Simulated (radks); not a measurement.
The nuclear charge of the silicon ion Si+ is varied continuously with 13 electrons held in [Ne] 3s2 3p1. Calculated with a radial shooting solver on a logarithmic mesh with Libxc functionals: scalar-relativistic Kohn-Sham, PBEsol, spin-polarised, spherical densities, point nucleus; open shells are filled with parallel spins first. By the Hellmann-Feynman theorem dE/dZ = E(electron-nucleus)/Z, the electronic potential at the nucleus. The scalar-relativistic energy here is not variational (the density holds large components alone), so the two differ by a part that grows with Z.

| Z | E (hartree) | E(electron-nucleus)/Z (hartree) | HOMO | e(HOMO) (eV) | <r> HOMO (bohr) |
|---|---|---|---|---|---|
| 13.5 | -265.06069 | -46.8144 | 3p | -7.043 | 2.813 |
| 13.75 | -276.90470 | -47.9199 | 3p | -9.444 | 2.609 |
| 14 | -289.02510 | -49.0243 | 3p | -12.078 | 2.439 |
| 14.25 | -301.42169 | -50.1280 | 3p | -14.938 | 2.294 |
| 14.5 | -314.09429 | -51.2311 | 3p | -18.019 | 2.169 |
| 14.75 | -327.04282 | -52.3338 | 3p | -21.316 | 2.059 |
| 15 | -340.26719 | -53.4363 | 3p | -24.825 | 1.961 |

The central difference of E at Z = 14 is -49.034 hartree, to compare with the third column; the second derivative is -4.42 hartree.
